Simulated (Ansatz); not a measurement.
Cost and result for the atomization energy of CH₅BGeTe (9 atoms, 10 bonds).

```csv
atom,x (Å),y (Å),z (Å)
Te1,1.403,-1.355,-0.069
C2,0.245,0.350,-0.663
B3,-0.837,-0.565,-0.077
Ge4,-0.374,0.991,1.131
H5,1.065,-2.267,-1.423
H6,0.505,0.789,-1.618
H7,-1.682,-1.322,-0.433
H8,-1.077,2.343,0.977
H9,0.753,1.035,2.175
```

The species carries charge 0 and has multiplicity 1. Correlated methods include outer-core shells of Ge, Te, which these sets cover unevenly. Scalar relativity is left out up to krypton. Te takes the def2 core potential. The bonds changed during the relaxation, so this is another structure than the one it started from. Geometry: relaxed with PBE0-D4/def2-TZVP. Program: Ansatz. All runs use 4 threads of an Arm Neoverse V1 on a shared host. Times are those of one run each, without the atoms' runs, and a repeat can differ threefold. Electronic energies, without spin–orbit coupling; frozen cores. CCSD(T)/CBS adds CCSD(T) − MP2 in def2-TZVPP to the MP2 limit, and its time is that of the two runs behind it. T1 = 0.013. With those shells the extrapolation isn't a true limit. B3LYP takes the VWN-RPA correlation (the form of Gaussian; ORCA's B3LYP/G).

CCSD(T)/CBS is a level of theory with its own doubt, some kJ/mol a heavy atom from the limit and from the frozen cores, so smaller differences don't rank the functionals.

| level | functions | wall time |
| --- | --- | --- |
| LDA (SPW92)/def2-TZVPP | 230 | 1.5 s |
| revPBE-D4/def2-TZVPP | 230 | 2.7 s |
| BLYP-D4/def2-TZVPP | 230 | 2.7 s |
| CAM-B3LYP-D4/def2-TZVPP | 230 | 4.5 s |
| r2SCAN-D4/def2-TZVPP (with forces) | 230 | 6 s |
| B3LYP-D4/def2-TZVPP (with forces) | 230 | 6 s |
| B2PLYP/def2-TZVPP | 230 | 7 s |
| B97M-V/def2-TZVPP | 230 | 11 s |
| CCSD(T)/def2-SVP | 111 | 11 s |
| ωB97M-V/def2-TZVPP (with forces) | 230 | 16 s |
| MP2/def2-QZVPP | 435 | 25 s |
| CCSD(T)/def2-TZVPP | 230 | 3.9 min |
| CCSD(T)/CBS(def2) | – | 4.3 min |

(1) What atomization energy does each give, and how far from CCSD(T)/CBS? (Estimate.)

Results:

(1) Ansatz gave: 
| level | atomization (kcal/mol) | difference from CCSD(T)/CBS | per bond |
| --- | --- | --- | --- |
| LDA (SPW92)/def2-TZVPP | 752.1 | 101.1 | 10.1 |
| revPBE-D4/def2-TZVPP | 643.4 | -7.6 | -0.8 |
| BLYP-D4/def2-TZVPP | 638.8 | -12.2 | -1.2 |
| CAM-B3LYP-D4/def2-TZVPP | 640.4 | -10.6 | -1.1 |
| r2SCAN-D4/def2-TZVPP (with forces) | 651.8 | 0.8 | 0.1 |
| B3LYP-D4/def2-TZVPP (with forces) | 641.1 | -9.9 | -1.0 |
| B2PLYP/def2-TZVPP | 634.9 | -16.1 | -1.6 |
| B97M-V/def2-TZVPP | 654.5 | 3.5 | 0.4 |
| CCSD(T)/def2-SVP | 601.2 | -49.8 | -5.0 |
| ωB97M-V/def2-TZVPP (with forces) | 641.7 | -9.3 | -0.9 |
| MP2/def2-QZVPP | 652.0 | 1.0 | 0.1 |
| CCSD(T)/def2-TZVPP | 632.0 | -19.0 | -1.9 |
| CCSD(T)/CBS(def2) | 651.0 | 0.0 | 0.0 |

In def2-TZVPP, CCSD(T) changes the Hartree–Fock value by +186.2 kcal/mol (the triples alone add +14.5 kcal/mol) and MP2 by +195.1 kcal/mol; breaking electron pairs costs correlation energy, which Hartree–Fock lacks. The D4 term adds +9.8 kcal/mol with B3LYP and +5.0 kcal/mol with PBE0; it sums over pairs of atoms, weighted by their polarisabilities, and B3LYP, whose exchange is more repulsive, gets the larger term. At CCSD(T), def2-SVP lies −49.8 kcal/mol from the extrapolated value and def2-TZVPP −19.0 kcal/mol: correlation converges slowly with the basis, and small sets miss more of it in the bonded molecule than in its fragments.

Spin–orbit coupling would lower the free Te atoms strongly, and the atomization energy with them, by more than many differences here. For some Ge, Se and Sn compounds the MP2-based and the directly extrapolated limit differ by 10 to 25 kJ/mol.
